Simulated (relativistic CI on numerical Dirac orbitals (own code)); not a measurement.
One change at a time: Ce IV

Base calculation: Dirac-Coulomb-Breit CI, KLI orbitals optimised for each configuration, a model potential for QED, valence Slater integrals scaled by 0.85, P86 correlation energy added to each configuration.

Configurations in the expansion (outside the closed core [Kr] 4d10 5s2): 4f.5p6, 5p6.5d, 5p6.6s, 4f.5p5.5d, 5p6.6p, 5p6.6d, 4f2.5p5, 5p6.7s, 5p6.7p, 5p6.5f, 4f.5p5.5f, 5p6.6f, 5p6.7d, 4f.5p5.5g, 5p6.8s, 4f.5p5.6s, 5p6.5g, 5p6.8p, 5p6.9s, 5p6.9p, 4f.5p5.6p, 4f.5p5.6d, 4f.5p5.7s, 4f.5p5.7p. Double excitations out of closed p, d and f shells are left out; levels of such configurations are missing from the list, as are those of other unlisted configurations, and high levels can miss mixing partners.

Variants: (1) no correlation estimate; (2) Slater integrals left unscaled; (3) Breit term removed. Shifts of the energy above 4f.5p6 2F°_5/2, in cm⁻¹, for the lowest level and the first level of each name with at least 55 % of one term (blank where a level changes its place among those of its configuration and J or its character, or is not in the variant):

| Level | Base | Δ(1) | Δ(2) | Δ(3) | Measured |
| --- | --- | --- | --- | --- | --- |
| 4f.5p6 2F°_5/2 | 0.0 | 0.0 | 0.0 | 0.0 | 0.0 |
| 4f.5p6 2F°_7/2 | 2091.5 | -1.5 | -5.6 | +211.1 | 2253.0 |
| 5p6.5d 2D_3/2 | 45334.7 | -3313.7 | -742.1 | -777.1 | 49737.0 |
| 5p6.5d 2D_5/2 | 47572.5 | -3313.8 | -721.2 | -697.6 | 52226.0 |
| 5p6.6s 2S_1/2 | 86966.2 | -7121.1 | +30.3 | -875.8 | 86602.0 |
| 5p6.6p 2P°_1/2 | 122122.4 | -7775.5 | +8.1 | -932.5 | 122585.0 |
| 5p6.6p 2P°_3/2 | 126335.2 | -7769.8 | +2.4 | -872.0 | 127292.0 |
| 4f2.5p5 4G°_5/2 | 139400.1 | +951.8 | -3279.2 | +917.3 |  |
| 4f2.5p5 4G°_7/2 | 141018.8 | +950.9 | -3201.6 | +1011.9 |  |
| 4f2.5p5 4G°_9/2 | 142979.3 | +950.3 | -3086.9 | +1126.0 |  |
| 4f2.5p5 4G°_11/2 | 145399.2 | +950.0 | -2934.0 | +1244.1 |  |
| 4f2.5p5 4I°_15/2 | 146904.8 | +949.5 | -2235.1 | +1279.9 |  |
| 4f2.5p5 4I°_13/2 | 147132.3 | +950.5 | -2050.8 | +1105.0 |  |
| 4f2.5p5 4I°_11/2 | 147814.6 | +951.3 | -1794.3 | +944.7 |  |

For a near-neutral ion this model can misplace configurations by up to about 10,000 cm⁻¹ (more where the count of f electrons changes) and terms by 10 to 25 % of their spread. Rates follow the energies as ν³ (E1, M1) or ν⁵ (E2), so they and the lifetimes can be off by large factors. The fine structure of a lone outer electron comes out too small, for d and f at times inverted, and misplaced configurations move strength between like terms. 11 of the 12 excited levels that our extract of the measured tables holds in this range could be paired (the sources list more); they are missed by 1959 cm⁻¹ on average and 4654 at most, and levels without a partner can miss by more.

Measured levels: Martin, Zalubas and Hagan, Atomic Energy Levels: The Rare-Earth Elements, NSRDS-NBS 60 (1978).

Ionisation energy from the two ground configurations alone: base 36.55 eV; no correlation estimate 35.04 eV; Breit term removed 36.44 eV. The NIST ASD value (semi-empirical) is 36.906 eV.

LS names give the leading component of a level, which can be under half, so a name can repeat, a term be missing and a line seem to break the LS rules.
